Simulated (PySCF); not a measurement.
# Worked example: oscillator strength and radiative lifetime

ClGeH₆NSi, SMILES Cl[SiH2][NH][GeH3].

The structure is a stationary point at B3LYP-D3(BJ)/def2-SVP. The geometry has at least one imaginary mode, so it is a saddle point at that level. The structure was generated by enumeration, and PubChem lists no compound with its InChIKey, so it may never have been made. One conformer was computed; it need not be the lowest.

TDA-B3LYP/def2-SVPD (PySCF 2.14.0) puts the first singlet state with f over 0.02 at 6.72 eV (vertical), with the transition dipole (0.000, 0.000, 0.392) in atomic units.

Find the oscillator strength, the wavelength and the radiative lifetime that this transition would have in vacuum if emission retraced absorption.


|μ|² = 0.1537 au, so |μ| = 1.00 D. ΔE = 6.72/27.211 = 0.2470 hartree. f = (2/3) ΔE |μ|² = 0.025 (the program prints 0.025).
λ = 1239.84/6.72 = 184 nm; ν = 54200 cm⁻¹.
Einstein's coefficient A = 0.6670 ν² f s⁻¹ (ν in cm⁻¹) = 5.0e7 s⁻¹, so τ = 1/A = 20 ns. This state is S3; the lower singlets have f = 0.009, 0.000. The figure is the radiative limit of this one transition; relaxation, internal conversion, crossing to triplets and a medium change what is measured.
